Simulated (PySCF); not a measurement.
A structure optimised at PBE0-D3(BJ)/def2-SVP, used in a PySCF frequency run:

```
Ga
F 1 1.7455
O 1 1.7635 2 118.16
H 3 0.9645 1 112.96 2 0.00
Br 1 2.2481 2 119.63 3 180.00
```

Task: Write its SMILES, formula and point group.

Result: [OH][Ga]([F])[Br], BrFGaHO, Cs

Task: What are its rotational constants (standard atomic weights)?

Result: 6.2348, 1.5770, 1.2586 GHz
